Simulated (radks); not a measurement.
Fe2+, 24 electrons, occupied as [Ar] 3d6.

All-electron calculation, Dirac Kohn-Sham, LDA (Slater exchange, Perdew-Wang correlation), spin-unpolarised, spherical densities, finite nucleus; open shells fill j = l - 1/2 first; Fermi nuclear charge, rms radius 3.7377 fm. Program: a radial shooting solver on a logarithmic mesh with Libxc functionals.

Energy parts (eV):
part                      energy
total                 -34538.987
kinetic                35003.646
electron-nucleus      -82289.576
Hartree                14185.665
exchange-correlation   -1438.723

Orbitals (lengths in bohr, moments of r in powers of bohr; <r^-3> diverges for s and p1/2; r(90%) holds 90 % of the orbital's charge):
orbital	occ.	eigenvalue (eV)	<r^-3>	<r^4>	<1/r>	r(90%)
1s1/2	2	-7000.360	-	0.00005464	25.93	0.105
2s1/2	2	-835.8292	-	0.01246	5.567	0.415
2p1/2	2	-724.3172	-	0.009232	5.522	0.384
2p3/2	4	-711.8636	468.5	0.009642	5.423	0.388
3s1/2	2	-111.9911	-	0.9499	1.749	1.22
3p1/2	2	-79.4670	-	1.298	1.622	1.32
3p3/2	4	-77.9184	58.63	1.357	1.599	1.33
3d3/2	4	-26.0978	5.172	5.625	1.241	1.86
3d5/2	2	-25.9391	5.079	5.728	1.236	1.87

The highest occupied level is 3d5/2 at -25.939 eV. Summed over all electrons, <r^2> = 16.40 bohr^2, which gives a Langevin (diamagnetic) susceptibility term of -13 x 10^-6 cm^3/mol. The electron density at the nucleus is 1.5e+04 e/bohr^3. For comparison, the ionisation energy in NIST's Atomic Spectra Database is 30.65 eV (measured). In exact Kohn-Sham theory the highest level is minus the ionisation energy, but local and semilocal functionals leave it too shallow, through self-interaction and a potential that decays too fast; potentials with the right tail come closer. The density falls to 0.001 e/bohr^3 at r = 3.05 bohr.

Beside tabulated values, note that spin-unpolarised runs miss the spin-polarisation part of the exchange energy of open shells.
